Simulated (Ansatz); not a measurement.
Isolated molecules relaxed with PBE0-D4/def2-TZVP in Ansatz; ΔE leaves out vibrations. CBS: MP2 limit from def2 TZ/QZ plus the TZ coupled-cluster correction, frozen cores. This one scheme is used for every species. Functionals use def2-TZVPP. B3LYP here is the variant with VWN-RPA as its local correlation; programs differ in this. One conformer a species, not always the lowest.

Reaction (cleavage of the Si–B bond): `[SiH3]BS` + `OB(F)O[SiH3]` → `FB(O[SiH3])O[SiH3]` + `BS`

| level | ΔE (kJ/mol) | difference from CCSD(T)/CBS |
| --- | --- | --- |
| PBE-D4 | -73.4 | 23.1 |
| B97M-V | -90.6 | 5.9 |
| B3LYP-D4 | -97.8 | -1.3 |
| r2SCANh-D4 | -92.2 | 4.3 |
| r2SCAN0-D4 | -94.1 | 2.4 |
| CAM-B3LYP-D4 | -103.3 | -6.8 |
| ωB97M-V | -98.4 | -1.9 |
| PBE-QIDH | -92.3 | 4.2 |
| revPBE | -73.7 | 22.8 |
| r2SCAN | -90.7 | 5.8 |
| B3LYP | -98.5 | -2.0 |
| r2SCANh | -92.0 | 4.5 |
| CAM-B3LYP | -103.5 | -7.0 |
| MP2/def2-TZVPP | -101.8 | -5.3 |
| CCSD(T)/def2-TZVPP | -95.8 | 0.7 |
| HF/def2-QZVPP | -125.3 | -28.8 |
| CCSD(T)/CBS | -96.5 | 0 |

Question: What do rigid-rotor, harmonic-oscillator terms from PBE0-D4/def2-TZVP frequencies (298.15 K, 1 bar) make of the CCSD(T)/CBS value? (An estimate is asked.)

Answer: Ansatz gave: ΔZPE = -4.1 kJ/mol, ΔH = -99.4 kJ/mol, ΔS = 1 J/(mol·K), ΔG = -99.9 kJ/mol. Modes under 50 cm⁻¹ make the entropy rough.

Largest T1 diagnostic among the species: 0.015.

At CCSD(T), def2-SVP lies +14.1 kJ/mol from the extrapolated value and def2-TZVPP +0.7 kJ/mol. Leaving LDA and LC-ωPBE aside and taking each functional with its dispersion term where it has one, the values, not all of them listed here, spread over 34.2 kJ/mol, from BHLYP-D4 to PBE-D4.

CCSD(T)/CBS has its own doubt, a few kJ/mol and more with outer-core shells, so smaller differences from it don't rank the levels.
